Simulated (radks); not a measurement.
The sulfur anion S2-, [Ar], held by a Watson sphere: a shell of charge +1.46 at radius R that stands for the Madelung well of a crystal (potential energy -1.46/R inside, -1.46/r outside, in hartree with lengths in bohr). All-electron calculation, scalar-relativistic Kohn-Sham, LDA (Slater exchange, Perdew-Wang correlation), spin-unpolarised, spherical densities, finite nucleus; Fermi nuclear charge, rms radius of each element as measured or else 0.836 A^(1/3) + 0.57 fm. Program: a radial shooting solver on a logarithmic mesh with Libxc functionals. Response by self-consistent Sternheimer equations with the Hartree and adiabatic LDA kernel, the relativistic mass of each level held fixed and spin-orbit coupling left out. The sphere does not respond.

| R (bohr) | e(2p) (eV) | e(3s) (eV) | e(3p) (eV) | <r> 3p (bohr) | sum of <r^2> (bohr^2) | X-ray form factor at sin(theta)/lambda = 0.3 1/angstrom | alpha (bohr^3) |
|---|---|---|---|---|---|---|---|
| 2.53 | -149.29 | -12.503 | -3.081 | 2.293 | 48.08 | 8.970 | 45.34 |
| 3.22 | -149.33 | -11.596 | -2.345 | 2.436 | 54.05 | 8.983 | 66.77 |
| 3.49 | -149.27 | -11.309 | -2.077 | 2.487 | 56.35 | 8.991 | 77.91 |
| 3.53 | -149.26 | -11.269 | -2.039 | 2.494 | 56.69 | 8.992 | 79.71 |
| 4.25 | -149.02 | -10.663 | -1.420 | 2.615 | 62.78 | 9.005 | 120.6 |
| 4.5 | -148.93 | -10.493 | -1.237 | 2.653 | 64.92 | 9.008 | 139.5 |
| 4.64 | -148.88 | -10.406 | -1.141 | 2.674 | 66.14 | 9.009 | 151.5 |

Estimate the row for R = 2.11 bohr.

Answer. e(2p) (eV) -149.15; e(3s) (eV) -13.187; e(3p) (eV) -3.512; <r> 3p (bohr) 2.196; sum of <r^2> (bohr^2) 44.38; X-ray form factor at sin(theta)/lambda = 0.3 1/angstrom 8.990; alpha (bohr^3) 36.37.
